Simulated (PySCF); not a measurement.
# Bond length, frequency and bond energy of SrSe by level of theory

State: ¹Σ⁺ (singlet), closed shell. Set-up: PySCF, scalar-relativistic core potentials, basis sets Sr def2-TZVPP with ECP28, Se def2-TZVPP. De refers to Sr + Se in their high-spin ground configurations, without counterpoise correction. A positive dipole means Sr(−)Se(+).

```csv
Level,Re (Å),ωe (cm⁻¹),De (eV),μ (D)
RHF,2.610,281,1.35,-13.84
RHF-MP2,2.591,263,2.83,n/a
RHF-SCS-MP2,2.602,261,2.66,n/a
RHF-CCSD,2.601,266,2.45,n/a
RHF-CCSD(T),2.616,254,2.66,n/a
PBE,2.579,271,3.51,-9.80
r²SCAN,2.569,280,3.63,-10.78
B3LYP,2.589,271,3.09,-10.49
PBE0,2.563,282,3.27,-10.96
r²SCAN0,2.560,287,3.33,-11.55
M06,2.556,286,2.92,-10.74
HSE06,2.568,280,3.30,-10.85
MN15,2.568,276,2.59,-11.21
```

(1) Which functional lies closest to RHF-CCSD(T) in De, which farthest, and by how much do they differ from it?

(2) What does a quarter of exact exchange do here, going from PBE to PBE0?

(3) What does the step from GGA to meta-GGA do here, going from PBE to r²SCAN?

Correlated steps freeze 9 core orbitals. Where the molecule has an RHF reference, its open-shell atoms are computed with UHF. The CCSD T1 diagnostic is raised, a sign that a single reference may not be enough here.

The whole job (state search and all levels along the bond) took about 6.8 min on 1 thread of Intel Xeon Platinum 8488C (shared host), peak memory 1.9 GiB.

Answers

(1) Closest is MN15 (-4.8 pm in Re, +8.7 % in ωe, -0.07 eV in De against RHF-CCSD(T) in the same basis), farthest r²SCAN (-4.7 pm in Re, +10.2 % in ωe, +0.97 eV in De). CCSD(T) converges more slowly with the basis than the functionals do and binds too weakly in this one, so the order can change at the basis-set limit.

(2) PBE0 less PBE: -1.6 pm in Re, +4.1 % in ωe, -0.24 eV in De. Exact exchange removes part of the self-interaction that spreads semilocal densities, and in most molecules shortens and stiffens the bond and lowers De; so it does here.

(3) r²SCAN less PBE: -1.0 pm in Re, +3.3 % in ωe, +0.12 eV in De.
